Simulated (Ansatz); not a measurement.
Reaction (ligand exchange at the Si–N bond): `C=C[SiH2]N[SiH3]` + `[AlH2][SH]` → `C=C[SiH2][S][AlH2]` + `N[SiH3]`

Calculated with Ansatz (gas phase, PBE0-D4/def2-TZVP geometries, no zero-point term in ΔE). CBS: MP2 limit from def2 TZ/QZ plus the TZ coupled-cluster correction, frozen cores. This one scheme is used for every species. Each species was taken in one conformer, which may not be the lowest.

| species | CCSD(T)/CBS(def2) energy (Eh) |
| --- | --- |
| `C=C[SiH2]N[SiH3]` | -714.40667 |
| `[AlH2][SH]` | -641.61836 |
| `C=C[SiH2][S][AlH2]` | -1009.22274 |
| `N[SiH3]` | -346.80422 |

Question: Work out ΔE.

Answer: ΔE = (-1009.22274) + (-346.80422) − (-714.40667) − (-641.61836) = -0.00193 Eh = -0.05 eV.

Largest T1 diagnostic among the species: 0.012.

The D4 term adds −0.06 eV with B3LYP and −0.03 eV with PBE0; it sums over pairs of atoms, weighted by their polarisabilities, and B3LYP, whose exchange is more repulsive, gets the larger term. In def2-TZVPP, CCSD(T) changes the Hartree–Fock value by −0.11 eV (the triples alone add −0.03 eV) and MP2 by −0.16 eV.

B3LYP here is the variant with VWN-RPA as its local correlation; programs differ in this.
